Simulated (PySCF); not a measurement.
Cl4Hf (SMILES [Cl][Hf]([Cl])([Cl])[Cl]), singlet, at a GFN2-xTB geometry (such geometries of metal compounds can be far from the true shape) (core potentials on Hf). Base run: DF-BLYP/def2-SVP run with PySCF.

The PySCF input:
```python
from pyscf import gto, scf, dft

mol = gto.M(
    atom='''
Hf   -0.00000000    0.00000000   -0.00000000
Cl    1.78045031   -0.57805925   -1.23717810
Cl    0.66517234    0.48418292    2.08755314
Cl   -0.98826069    1.79908379   -0.90631327
Cl   -1.45736195   -1.70520746    0.05593824
''',
    basis='def2-svp',
    ecp={'Hf': 'def2-svp'},
    verbose=4,
)

mf = dft.RKS(mol)
mf.xc = 'blyp'
mf = mf.density_fit(auxbasis='def2-universal-jkfit')
mf.kernel()
```

Each row names what was changed in the base input (with any setting that the change needs).

```tsv
change	ΔE vs base (mEh)	grid points	electrons on the grid
base	0.000	99312	80.00000
grids.atom_grid = (150, 974)	0.005	369264	80.00000
grids.level = 0	232.9	9720	79.97117
grids.level = 1	-0.186	34104	79.99998
grids.radi_method = delley	0.000	99376	80.00000
grids.atom_grid = (30, 110)	0.364	12120	79.99910
grids.level = 7	0.005	438232	80.00000
grids.level = 5	0.003	222648	80.00000
grids.atom_grid = (99, 590)	0.006	148904	80.00000
grids.becke_scheme = stratmann	0.001	99312	80.00000
grids.level = 2	-0.005	62360	79.99998
```
